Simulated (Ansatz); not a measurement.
CH6AlBrSi (`[CH3][Al]([SiH3])[Br]`), relaxed with RKS PBE0-D4/def2-TZVP in Ansatz 0.2.0 from a PBE-D4/def2-SVP geometry. The force threshold is 0.005 eV/Å; the program also tests the step.

Total charge 0; spin multiplicity 1.

Start:

```xyz
10

C    -0.401    1.878   -0.311
Al   -0.284    0.207    0.704
Si    0.589   -1.891   -0.233
Br   -1.012    0.193    2.872
H    -1.027    1.740   -1.219
H     0.606    2.187   -0.666
H    -0.828    2.710    0.283
H     0.572   -3.049    0.729
H     2.008   -1.698   -0.713
H    -0.223   -2.279   -1.448
```

Q: By how much does the energy fall, and how many steps does the optimiser take? (Estimate.)

A: Ansatz gave: 2.69 kJ/mol, in 6 steps.

Q: Which bonds change most? (Estimate.)

A: Ansatz gave: Si3–H10 from 1.512 to 1.492 Å; Si3–H9 from 1.511 to 1.492 Å; Si3–H8 from 1.506 to 1.488 Å; C1–H5 from 1.112 to 1.095 Å.

Q: Give the relaxed structure. (Best estimate.)

A: The calculation gave: 
```xyz
10

C    -0.403    1.886   -0.308
Al   -0.279    0.211    0.668
Si    0.588   -1.892   -0.242
Br   -0.987    0.169    2.827
H    -1.025    1.765   -1.201
H     0.586    2.201   -0.656
H    -0.825    2.690    0.298
H     0.555   -3.000    0.749
H     1.997   -1.720   -0.700
H    -0.207   -2.311   -1.434
```
